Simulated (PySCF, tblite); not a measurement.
Parent: `[N:1]#[C:2][CH2:3][CH2:4][P@H+:5]1[C:6]([F:7])=[C:8]1[SiH3:9]` (charge +1) with C2–C3–C4–P5 56°, C3–C4–P5–C6 -122°, [C5H8FNPSi]+.

Structures optimised with GFN2-xTB, isolated species. One conformer each, not checked by frequencies here.

```tsv
coordinate of the parent	value
N1≡C2	1.143 Å
C2–C3	1.439 Å
C3–C4	1.535 Å
C4–P5	1.852 Å
P5–C6	1.849 Å
C6–F7	1.283 Å
C6=C8	1.298 Å
C8–Si9	1.970 Å
P5–C8	1.874 Å
N1–C2–C3	174.6°
C2–C3–C4	109.3°
C3–C4–P5	112.0°
C4–P5–C6	123.8°
C4–P5–C8	106.7°
C6–P5–C8	40.8°
P5–C6–F7	134.0°
P5–C6–C8	70.6°
F7–C6–C8	155.3°
C6–C8–Si9	138.4°
P5–C8–C6	68.6°
P5–C8–Si9	152.7°
```

**Question.** How does the shared frame change in `[CH3:1][S:2][CH2:3][P@@H+:4]1[C:5]([F:6])=[C:7]1[SiH3:8]` (charge +1) with C1–S2–C3–P4 90°, S2–C3–P4–C5 130°, [C4H9FPSSi]+? Atoms pair as C4 = C3, P5 = P4, C6 = C5, F7 = F6, C8 = C7, Si9 = Si8 (parent first).

**Answer.** 
```json
{"parent": "C4–P5", "relative": "C3–P4", "value in the relative": "1.884 Å", "change": "+0.032"}
{"parent": "P5–C6", "relative": "P4–C5", "value in the relative": "1.885 Å", "change": "+0.036"}
{"parent": "C6–F7", "relative": "C5–F6", "value in the relative": "1.282 Å", "change": "-0.001"}
{"parent": "C6=C8", "relative": "C5=C7", "value in the relative": "1.294 Å", "change": "-0.004"}
{"parent": "C8–Si9", "relative": "C7–Si8", "value in the relative": "1.944 Å", "change": "-0.026"}
{"parent": "P5–C8", "relative": "P4–C7", "value in the relative": "1.887 Å", "change": "+0.013"}
{"parent": "C4–P5–C6", "relative": "C3–P4–C5", "value in the relative": "123.7°", "change": "-0.1"}
{"parent": "C4–P5–C8", "relative": "C3–P4–C7", "value in the relative": "99.9°", "change": "-6.8"}
{"parent": "C6–P5–C8", "relative": "C5–P4–C7", "value in the relative": "40.1°", "change": "-0.7"}
{"parent": "P5–C6–F7", "relative": "P4–C5–F6", "value in the relative": "135.4°", "change": "+1.4"}
{"parent": "P5–C6–C8", "relative": "P4–C5–C7", "value in the relative": "70.0°", "change": "-0.6"}
{"parent": "F7–C6–C8", "relative": "F6–C5–C7", "value in the relative": "154.5°", "change": "-0.8"}
{"parent": "C6–C8–Si9", "relative": "C5–C7–Si8", "value in the relative": "144.2°", "change": "+5.8"}
{"parent": "P5–C8–C6", "relative": "P4–C7–C5", "value in the relative": "69.9°", "change": "+1.3"}
{"parent": "P5–C8–Si9", "relative": "P4–C7–Si8", "value in the relative": "145.9°", "change": "-6.8"}
```

Of the parent's bonds, P5–C6 changes most (+0.036 Å). Bonds of the relative outside the shared frame: C1–S2 1.812, S2–C3 1.801 Å. Point group C1 → C1.

**Question.** How does the shared frame change in `[CH:1]#[C:2][CH2:3][P@@H+:4]1[C:5]([F:6])=[C:7]1[SiH3:8]` (charge +1) with C2–C3–P4–C5 94°, [C5H7FPSi]+? Atoms pair as C2 = C1, C3 = C2, C4 = C3, P5 = P4, C6 = C5, F7 = F6, C8 = C7, Si9 = Si8 (parent first).

**Answer.** 
| parent | relative | value in the relative | change |
| --- | --- | --- | --- |
| C2–C3 | C1≡C2 | 1.198 Å | -0.241 |
| C3–C4 | C2–C3 | 1.443 Å | -0.092 |
| C4–P5 | C3–P4 | 1.855 Å | +0.003 |
| P5–C6 | P4–C5 | 1.905 Å | +0.056 |
| C6–F7 | C5–F6 | 1.278 Å | -0.005 |
| C6=C8 | C5=C7 | 1.281 Å | -0.017 |
| C8–Si9 | C7–Si8 | 1.944 Å | -0.026 |
| P5–C8 | P4–C7 | 1.921 Å | +0.047 |
| C2–C3–C4 | C1–C2–C3 | 179.3° | +70.0 |
| C3–C4–P5 | C2–C3–P4 | 110.5° | -1.5 |
| C4–P5–C6 | C3–P4–C5 | 119.7° | -4.1 |
| C4–P5–C8 | C3–P4–C7 | 98.7° | -8.0 |
| C6–P5–C8 | C5–P4–C7 | 39.1° | -1.7 |
| P5–C6–F7 | P4–C5–F6 | 130.7° | -3.3 |
| P5–C6–C8 | P4–C5–C7 | 71.1° | +0.5 |
| F7–C6–C8 | F6–C5–C7 | 158.2° | +2.9 |
| C6–C8–Si9 | C5–C7–Si8 | 144.9° | +6.5 |
| P5–C8–C6 | P4–C7–C5 | 69.7° | +1.1 |
| P5–C8–Si9 | P4–C7–Si8 | 145.4° | -7.3 |

Of the parent's bonds, C2–C3 changes most (-0.241 Å). Point group C1 → C1.

**Question.** How does the shared frame change in `[N:1]#[C:2][CH2:3][CH2:4][P@@H+:5]1[C:6]([F:7])=[C:8]1[C:9]([F:10])([F:11])[F:12]` (charge +1) with C2–C3–C4–P5 32°, C3–C4–P5–C6 116°, [C6H5F4NP]+? Atoms pair as N1 = N1, C2 = C2, C3 = C3, C4 = C4, P5 = P5, C6 = C6, F7 = F7, C8 = C8 (parent first).

**Answer.** 
```json
{"parent": "N1≡C2", "relative": "N1≡C2", "value in the relative": "1.144 Å", "change": "+0.001"}
{"parent": "C2–C3", "relative": "C2–C3", "value in the relative": "1.442 Å", "change": "+0.003"}
{"parent": "C3–C4", "relative": "C3–C4", "value in the relative": "1.547 Å", "change": "+0.012"}
{"parent": "C4–P5", "relative": "C4–P5", "value in the relative": "1.837 Å", "change": "-0.015"}
{"parent": "P5–C6", "relative": "P5–C6", "value in the relative": "1.810 Å", "change": "-0.039"}
{"parent": "C6–F7", "relative": "C6–F7", "value in the relative": "1.279 Å", "change": "-0.004"}
{"parent": "C6=C8", "relative": "C6=C8", "value in the relative": "1.333 Å", "change": "+0.035"}
{"parent": "P5–C8", "relative": "P5–C8", "value in the relative": "1.797 Å", "change": "-0.077"}
{"parent": "N1–C2–C3", "relative": "N1–C2–C3", "value in the relative": "170.0°", "change": "-4.6"}
{"parent": "C2–C3–C4", "relative": "C2–C3–C4", "value in the relative": "105.8°", "change": "-3.5"}
{"parent": "C3–C4–P5", "relative": "C3–C4–P5", "value in the relative": "108.7°", "change": "-3.3"}
{"parent": "C4–P5–C6", "relative": "C4–P5–C6", "value in the relative": "121.1°", "change": "-2.7"}
{"parent": "C4–P5–C8", "relative": "C4–P5–C8", "value in the relative": "117.9°", "change": "+11.2"}
{"parent": "C6–P5–C8", "relative": "C6–P5–C8", "value in the relative": "43.4°", "change": "+2.6"}
{"parent": "P5–C6–F7", "relative": "P5–C6–F7", "value in the relative": "147.9°", "change": "+13.9"}
{"parent": "P5–C6–C8", "relative": "P5–C6–C8", "value in the relative": "67.8°", "change": "-2.8"}
{"parent": "F7–C6–C8", "relative": "F7–C6–C8", "value in the relative": "144.3°", "change": "-11.0"}
{"parent": "P5–C8–C6", "relative": "P5–C8–C6", "value in the relative": "68.8°", "change": "+0.2"}
```

Of the parent's bonds, P5–C8 changes most (-0.077 Å). Bonds of the relative outside the shared frame: C8–C9 1.505, C9–F10 1.321, C9–F11 1.323, C9–F12 1.339 Å. Point group C1 → C1.

**Question.** How does the shared frame change in `[N:1]#[C:2][CH2:3][P@H+:4]1[C:5]([F:6])=[C:7]1[SiH3:8]` (charge +1) with C2–C3–P4–C5 -65°, [C4H6FNPSi]+? Atoms pair as C3 = C2, C4 = C3, P5 = P4, C6 = C5, F7 = F6, C8 = C7, Si9 = Si8 (parent first).

**Answer.** 
```tsv
parent	relative	value in the relative	change
C3–C4	C2–C3	1.432 Å	-0.103
C4–P5	C3–P4	1.865 Å	+0.013
P5–C6	P4–C5	1.995 Å	+0.146
C6–F7	C5–F6	1.271 Å	-0.012
C6=C8	C5=C7	1.263 Å	-0.035
C8–Si9	C7–Si8	1.988 Å	+0.018
P5–C8	P4–C7	2.000 Å	+0.126
C3–C4–P5	C2–C3–P4	109.0°	-3.0
C4–P5–C6	C3–P4–C5	113.4°	-10.4
C4–P5–C8	C3–P4–C7	96.5°	-10.2
C6–P5–C8	C5–P4–C7	36.8°	-4.0
P5–C6–F7	P4–C5–F6	123.9°	-10.1
P5–C6–C8	P4–C5–C7	71.8°	+1.2
F7–C6–C8	F6–C5–C7	164.3°	+9.0
C6–C8–Si9	C5–C7–Si8	144.8°	+6.4
P5–C8–C6	P4–C7–C5	71.4°	+2.8
P5–C8–Si9	P4–C7–Si8	143.6°	-9.1
```

Of the parent's bonds, P5–C6 changes most (+0.146 Å). Bonds of the relative outside the shared frame: N1≡C2 1.143 Å. Point group C1 → C1.

These are computed values.
